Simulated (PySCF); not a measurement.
Vertical excitations of a molecule C₂H₇BClNO from TDDFT-CAM-B3LYP/def2-SVPD (PySCF), as energy in eV (oscillator strength): 6.58 (0.002), 7.76 (0.020), 7.82 (0.033), 8.06 (0.093), 8.06 (0.001), 8.23 (0.203), 8.60 (0.005). Lowest triplet (TDA): 6.40 eV. Geometry: B3LYP-D3(BJ)/def2-SVP. The values are those of a single conformer.

Question: Which molecule gave these data?
(A) CNB(Cl)OC
(B) CCOB(N)Cl
(C) CN(C)B(O)Cl

Answer: A, CNB(Cl)OC
